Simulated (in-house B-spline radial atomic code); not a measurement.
The numbers below are computed, except where a source is named.
**As in an electron gas of r_s = 3.3: phase shifts, screening and friction**

A nucleus sits in a uniform electron gas with a rigid positive background. The Kohn-Sham equations are solved self-consistently in the spin-unpolarised LDA (PW92), non-relativistic, on B-splines with outgoing waves at the boundary and partial waves to l = 8. The model has no lattice, no bands and no magnetic solution. Atomic units; δ_l are the phase shifts at the Fermi level, counted so that each bound state adds π, and good to about 0.0005.

The density parameter is r_s = 3.3 bohr.

```csv
l,δ_l (rad)
0,11.0658
1,8.1960
2,3.2205
3,0.0113
4,0.0007
5,0.0002
6,0.0002
7,0.0002
8,0.0002
```

Bound levels below the band bottom (hartree): p -47.17, s -6.377, p -4.498, d -1.19, s -0.2225 and deeper ones.

Question: Check the Friedel sum rule, and say where the screening charge sits.

Answer: k_F = (9π/4)^(1/3)/r_s = 0.58156. The rule is Z = (2/π) Σ (2l + 1) δ_l. The terms are s 7.045, p 15.653, d 10.251, f 0.050 and 0.011 beyond, in all 33.011 against Z = 33. Bound states hold 8 s, 12 p, 10 d electrons, so the scattering states carry 3.01 in all; where a term is smaller than its bound count, the bound level has drawn weight out of the band.

Question: Find the transport cross section and the electronic stopping of a 1 keV As ion (mass 74.92 u).

Answer: σ_tr = (4π/k_F²) Σ (l + 1) sin²(δ_l − δ_(l+1)). The terms for l = 0 to 3 are 0.0721, 1.8647, 0.0137, 0.0004, all together 1.9509, so σ_tr = 37.155 × 1.9509 = 72.486 bohr². With n = 3/(4π r_s³) = 0.006643, the friction coefficient is Q = n k_F σ_tr = 0.2800. For v well below v_F = 0.582, dE/dx = Q v; with 24801 eV per u at v = 1, v = √(1000/(24801 × 74.92)) = 0.0232, so dE/dx = 0.00650 hartree/bohr = 3.34 eV/nm. The largest term couples the p and d waves.
